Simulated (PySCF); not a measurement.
A geometry optimisation, step by step.

Compound: C₂H₅FS₂Si.
Numbering: `[CH2:1]=[CH:2][S:3][Si@H:4]([F:5])[SH:6]` (hydrogens: H7, H8 on C1; H9 on C2; H10 on Si4; H11 on S6)

Method: PBE0-D3(BJ)/def2-SVP geometry optimisation, gas phase (PySCF); density fitting, grid level 1; the optimiser is geomeTRIC in internal coordinates, started from a GFN2-xTB structure with every atom displaced at random (about 0.01 Å). The frame can shift and turn from step to step; on so coarse a grid that alone can change the energy by a few meV, and forces under 0.02 eV/Å are noise.

Step 0: E = -34394.1793 eV, largest atomic force 3.266 eV/Å
```
atom  x, y, z in Å  |  force x, y, z in eV/Å
C1     -1.983    0.158   -0.209   -1.727   2.433  -1.329
C2     -1.319   -0.793    0.351    1.526  -1.604   1.019
S3      0.391   -1.105    0.225    1.171  -0.218  -0.092
Si4     1.235    0.494   -0.959   -1.068  -0.684  -0.086
F5      0.477    0.542   -2.400    0.139   0.044   0.076
S6      3.261    0.084   -1.279    0.633   0.123  -0.301
H7     -1.552    0.928   -0.849    0.162  -0.051  -0.145
H8     -3.050    0.259   -0.061   -0.411  -0.071   0.148
H9     -1.778   -1.529    0.999   -0.270  -0.278   0.203
H10     0.978    1.799   -0.376   -0.062   0.561   0.264
H11     3.376   -0.862   -0.338   -0.093  -0.254   0.242
```

Step 1: E = -34394.3493 eV, largest atomic force 0.413 eV/Å
```
atom  x, y, z in Å  |  force x, y, z in eV/Å
C1     -1.985    0.156   -0.280    0.228  -0.323   0.121
C2     -1.264   -0.804    0.313   -0.212   0.137   0.015
S3      0.453   -1.187    0.136   -0.137   0.088  -0.121
Si4     1.190    0.507   -0.927    0.302   0.006   0.073
F5      0.548    0.667   -2.407   -0.100  -0.024  -0.059
S6      3.276    0.129   -1.159    0.030  -0.030   0.069
H7     -1.574    0.850   -1.012    0.030   0.067  -0.115
H8     -3.048    0.243   -0.054   -0.074   0.023   0.046
H9     -1.742   -1.497    1.014    0.023   0.029   0.001
H10     0.894    1.795   -0.256   -0.063  -0.042   0.047
H11     3.290   -0.884   -0.260   -0.027   0.067  -0.075
```

Step 2: E = -34394.3694 eV, largest atomic force 0.147 eV/Å
```
atom  x, y, z in Å  |  force x, y, z in eV/Å
C1     -1.993    0.123   -0.319   -0.077  -0.059  -0.010
C2     -1.271   -0.795    0.329    0.031   0.100  -0.039
S3      0.439   -1.188    0.109   -0.005  -0.088  -0.071
Si4     1.208    0.523   -0.903    0.096   0.027   0.108
F5      0.541    0.740   -2.367   -0.028  -0.021  -0.070
S6      3.289    0.139   -1.163   -0.023   0.031   0.010
H7     -1.605    0.740   -1.133    0.039  -0.014   0.025
H8     -3.045    0.255   -0.054   -0.019   0.003  -0.003
H9     -1.728   -1.431    1.095    0.030   0.046   0.039
H10     0.914    1.779   -0.173   -0.027  -0.009   0.016
H11     3.288   -0.912   -0.314   -0.016  -0.015  -0.005
```

Step 3: E = -34394.3802 eV, largest atomic force 0.376 eV/Å
```
atom  x, y, z in Å  |  force x, y, z in eV/Å
C1     -2.048    0.066   -0.371   -0.017   0.160  -0.340
C2     -1.265   -0.752    0.327    0.057  -0.116   0.282
S3      0.419   -1.204    0.027    0.058  -0.125  -0.119
Si4     1.245    0.545   -0.867   -0.194   0.064   0.033
F5      0.580    0.860   -2.319    0.057  -0.019   0.024
S6      3.322    0.153   -1.133   -0.029   0.074  -0.028
H7     -1.712    0.539   -1.302   -0.034   0.050   0.104
H8     -3.071    0.266   -0.036    0.087  -0.056  -0.036
H9     -1.647   -1.265    1.215   -0.012   0.025   0.079
H10     0.939    1.737   -0.042    0.021   0.028  -0.037
H11     3.274   -0.971   -0.391    0.006  -0.084   0.037
```

Step 4: E = -34394.3879 eV, largest atomic force 0.336 eV/Å
```
atom  x, y, z in Å  |  force x, y, z in eV/Å
C1     -2.005    0.042   -0.412   -0.266   0.155  -0.094
C2     -1.258   -0.750    0.354    0.172   0.021  -0.006
S3      0.401   -1.240   -0.014    0.235  -0.238   0.030
Si4     1.214    0.546   -0.839   -0.210   0.033   0.056
F5      0.545    0.901   -2.281    0.081   0.003   0.027
S6      3.293    0.187   -1.116    0.005   0.043  -0.025
H7     -1.641    0.444   -1.364   -0.066  -0.018   0.074
H8     -3.020    0.306   -0.100    0.047  -0.004  -0.021
H9     -1.625   -1.180    1.291   -0.043   0.023  -0.008
H10     0.888    1.699    0.032    0.032   0.034  -0.054
H11     3.245   -0.981   -0.443    0.013  -0.053   0.020
```

Step 5: E = -34394.3953 eV, largest atomic force 0.156 eV/Å
```
atom  x, y, z in Å  |  force x, y, z in eV/Å
C1     -2.010    0.056   -0.404   -0.139   0.045   0.053
C2     -1.248   -0.751    0.337    0.075   0.031  -0.048
S3      0.410   -1.259   -0.025    0.068  -0.052  -0.016
Si4     1.212    0.534   -0.847   -0.091   0.002   0.015
F5      0.570    0.877   -2.302    0.025  -0.004   0.014
S6      3.298    0.189   -1.096    0.023   0.003   0.001
H7     -1.690    0.498   -1.351    0.076  -0.064   0.017
H8     -3.018    0.299   -0.058   -0.021   0.015   0.006
H9     -1.618   -1.190    1.269   -0.031   0.016  -0.019
H10     0.875    1.699    0.003    0.007   0.009  -0.016
H11     3.257   -0.979   -0.418    0.008   0.000  -0.006
```

Step 6: E = -34394.3973 eV, largest atomic force 0.088 eV/Å
```
atom  x, y, z in Å  |  force x, y, z in eV/Å
C1     -2.010    0.061   -0.398    0.085  -0.015  -0.014
C2     -1.245   -0.752    0.335   -0.046  -0.009   0.045
S3      0.410   -1.277   -0.038   -0.037   0.025  -0.018
Si4     1.201    0.527   -0.848    0.000  -0.004   0.015
F5      0.570    0.869   -2.307   -0.004  -0.008  -0.017
S6      3.293    0.204   -1.085    0.013  -0.003   0.005
H7     -1.669    0.482   -1.347   -0.028   0.022  -0.027
H8     -3.012    0.326   -0.052    0.005  -0.011   0.002
H9     -1.618   -1.187    1.268    0.011  -0.002   0.010
H10     0.852    1.692   -0.003   -0.002  -0.003   0.007
H11     3.265   -0.971   -0.417    0.002   0.009  -0.007
```

Step 7: E = -34394.3979 eV, largest atomic force under 0.02 eV/Å
```
atom  x, y, z in Å  |  force x, y, z in eV/Å
C1     -2.010    0.056   -0.404    0.010  -0.005   0.003
C2     -1.243   -0.747    0.337   -0.006   0.002   0.002
S3      0.403   -1.283   -0.054   -0.002   0.000  -0.003
Si4     1.201    0.526   -0.843   -0.015   0.001  -0.003
F5      0.576    0.881   -2.303    0.001  -0.006   0.003
S6      3.295    0.209   -1.076    0.008   0.002  -0.001
H7     -1.685    0.456   -1.369    0.000   0.004  -0.002
H8     -3.006    0.332   -0.049   -0.001  -0.002  -0.001
H9     -1.603   -1.160    1.284    0.001   0.004   0.003
H10     0.846    1.681    0.013    0.003   0.000  -0.001
H11     3.264   -0.976   -0.428    0.002   0.002  -0.001
```

Step 8: E = -34394.3980 eV, largest atomic force under 0.02 eV/Å
```
atom  x, y, z in Å  |  force x, y, z in eV/Å
C1     -2.009    0.057   -0.403   -0.001  -0.001   0.003
C2     -1.242   -0.747    0.338    0.000   0.003  -0.002
S3      0.403   -1.286   -0.054   -0.001   0.001   0.001
Si4     1.199    0.524   -0.844   -0.002  -0.001  -0.001
F5      0.573    0.877   -2.303    0.000  -0.003  -0.001
S6      3.294    0.212   -1.077    0.002   0.002  -0.001
H7     -1.683    0.457   -1.367    0.000  -0.002   0.000
H8     -3.005    0.334   -0.048    0.000   0.001   0.000
H9     -1.603   -1.158    1.286    0.000   0.000   0.002
H10     0.843    1.679    0.012    0.001   0.000  -0.001
H11     3.267   -0.974   -0.430    0.000   0.000   0.000
```

Task: Summarise the path.

Result: The energy falls by 21.10 kJ/mol from step 0 to step 8; nine tenths of that is first reached at step 3. It falls at every step. The largest force goes from 3.266 to under 0.02 eV/Å. Among the bonds C1=C2 changes most, from 1.288 to 1.335 Å; the atoms move by 0.345 Å rms after alignment.

Task: Follow the three bonds and two angles with the largest change from start to end.

Result: 
| step | E above end (kJ/mol) | largest force (eV/Å) | C1=C2 (Å) | Si4–S6 (Å) | C2–S3 (Å) | C2–S3–Si4 (°) | H7–C1–H8 (°) |
| --- | --- | --- | --- | --- | --- | --- | --- |
| 0 | 21.10 | 3.266 | 1.288 | 2.092 | 1.742 | 106.9 | 113.8 |
| 1 | 4.70 | 0.413 | 1.339 | 2.133 | 1.769 | 102.3 | 117.1 |
| 2 | 2.76 | 0.147 | 1.335 | 2.133 | 1.769 | 103.2 | 117.0 |
| 3 | 1.72 | 0.376 | 1.331 | 2.130 | 1.769 | 103.4 | 117.8 |
| 4 | 0.97 | 0.336 | 1.331 | 2.128 | 1.769 | 101.9 | 117.9 |
| 5 | 0.25 | 0.156 | 1.334 | 2.129 | 1.772 | 100.9 | 117.0 |
| 6 | 0.06 | 0.088 | 1.335 | 2.130 | 1.775 | 100.1 | 117.9 |
| 7 | 0.00 | under 0.02 | 1.335 | 2.130 | 1.775 | 99.9 | 117.7 |
| 8 | 0.00 | under 0.02 | 1.335 | 2.131 | 1.775 | 99.8 | 117.7 |

The cost below is that of the whole optimisation. Time: 53 s; peak memory 0.53 GiB. Hardware: one thread, Arm Neoverse V1 (aarch64), on a shared host.
